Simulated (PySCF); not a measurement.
P(2+) (phosphorus, charge +2): r2SCAN calculation

Configuration: [Ne] 3s2 3p1, 2P determinant. Computed with PySCF 2.14 in x2c-TZVPall (5s5p2d1f, 37 functions), with scalar relativity by spin-free X2C-1e.

| Item | Value |
| --- | --- |
| Total energy | -340.9366 hartree |
| One-electron energy | -460.3095 hartree |
| Hartree (Coulomb) energy | 141.9602 hartree |
| Exchange-correlation energy | -22.5872 hartree |
| ⟨S²⟩ | 0.7585 |
| ⟨L²⟩ | 2.027 |
| Sum of ⟨r⟩ | 9.610 bohr |
| Sum of ⟨r²⟩ | 13.93 bohr² |
| Traceless quadrupole moment −½Σ⟨3z² − r²⟩ along its main axis | -1.73 e·bohr² |
| Langevin diamagnetic susceptibility | -11.0 ×10⁻⁶ cm³/mol |
| Time after the integrals | 0.48 s of wall time on 1 thread of Neoverse-N1 (shared host) |

```csv
shell,electrons,mean orbital energy (eV),spread (eV),"rms radius, mean of both spins (bohr)"
1s α,1,-2119.9,0,0.120
1s β,1,-2119.7,0,0.120
2s α,1,-201.87,0,0.564
2s β,1,-201.74,0,0.564
2p α,3,-150.49,0.221,0.541
2p β,3,-150.24,0.655,0.541
3s α,1,-34.666,0,1.88
3s β,1,-33.352,0,1.88
3p α,1,-25.378,0,2.11
```

Densities and radii are taken from the X2C orbitals without a picture-change correction, which distorts them close to the nucleus.
